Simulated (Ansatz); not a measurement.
Species: H₂B, SMILES `[BH2]` (charge 0, multiplicity 2), formula H$_{2}$B.

Question: How many basis functions does frozen-core CCSD(T)/cc-pVTZ // PBE-D3(BJ)/def2-TZVP (Ansatz, a program for electronic structure) use, how many core orbitals are frozen, and how many electrons are correlated?

Answer: 58 basis functions and 1 frozen orbitals, which leaves 5 correlated electrons. Core time is of the order of seconds.
